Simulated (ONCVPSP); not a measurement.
**Before and after: ONCV potential for Zr (Z = 40)**

| Property | Result |
| --- | --- |
| Element | zirconium |
| Generator | ONCVPSP 4.0.1 |
| Type | optimised norm-conserving Vanderbilt (ONCV) |
| Functional | LDA (Perdew-Zunger) |
| Relativity | scalar-relativistic |
| Frozen core | [Ar] 3d10 |
| Valence charge | 12 |
| Reference configuration | 4s2 4p6 4d2.5 5s1.5 |
| Partial waves | 4s+5s: rc 1.85 bohr, ncon 3, nbas 6, qcut 8.6 1/bohr, 2 projectors; 4p: rc 1.90 bohr, ncon 3, nbas 7, qcut 8.5 1/bohr, 2 projectors, debl 2 Ha; 4d: rc 3.05 bohr, ncon 3, nbas 8, qcut 6.1 1/bohr, 3 projectors, debl 1 Ha |
| Local potential | polynomial inside 1.70 bohr (lpopt 2, dvloc0 3 Ha) |
| Core correction | none |

All-electron outer shells of the reference configuration (LDA (Perdew-Zunger), scalar-relativistic, ld1.x):

```
shell  level (eV)  outermost node (bohr)  outermost maximum (bohr)
   3d     -173.75                      –                      0.35
   4s      -53.41                   0.55                      1.08
   4p      -31.46                   0.56                      1.17
   5s       -4.29                   1.47                      3.15
   4d       -3.06                   0.58                      1.63
```

Change: s: qcut 8.9; p: qcut 8.8; d: qcut 6.3.

Cutoffs: the cutoffs (Ha) at which the residual kinetic energy of the hardest occupied pseudo-wave falls to 1 and 0.1 mHa per electron; they do not see the model core or the augmentation charge, which bear on the density cutoff. Errors are all-electron minus pseudo energies relative to the spin-unpolarised reference configuration.

Question: Predict the effect on cutoff, ghosts and configuration errors.

Answer: The potential gets neither clearly harder nor softer (19 Ha and 24 Ha → 20 Ha and 26 Ha); the errors of the 4 common tests hardly move; neither file shows a bound ghost.

| quantity | base | changed |
| --- | --- | --- |
| cutoff, loose | 19 Ha | 20 Ha |
| cutoff, tight | 24 Ha | 26 Ha |
| loose cutoff by channel | s 19 Ha, p 19 Ha, d 10 Ha | s 19 Ha, p 20 Ha, d 11 Ha |
| bound ghosts | none | none |
| GHOST(+) flags under 300 eV | s at 65.9 eV | s at 74.1 eV |
| error for 4s2 4p6 4d2 5s2, meV [ΔE -0.53 eV] | +4.1 | +3.8 |
| error for 4s2 4p6 4d2 5s1, meV [ΔE 6.83 eV] | +1.6 | +1.4 |
| error for 4s2 4p6 4d2 5s0, meV [ΔE 20.07 eV] | -1.6 | -1.6 |
| error for 4s2 4p6 4d1 5s2, meV [ΔE 7.30 eV] | +44 | +40 |
| s: phases at 1.88 bohr within 0.05 rad from the reference energy up to (Ha; the scan ends near 5) | 1.5 | 2.1 |
| p: phases at 1.93 bohr within 0.05 rad from the reference energy up to (Ha; the scan ends near 5) | to the end of the scan | to the end of the scan |
| d: phases at 3.09 bohr within 0.05 rad from the reference energy up to (Ha; the scan ends near 5) | to the end of the scan | to the end of the scan |
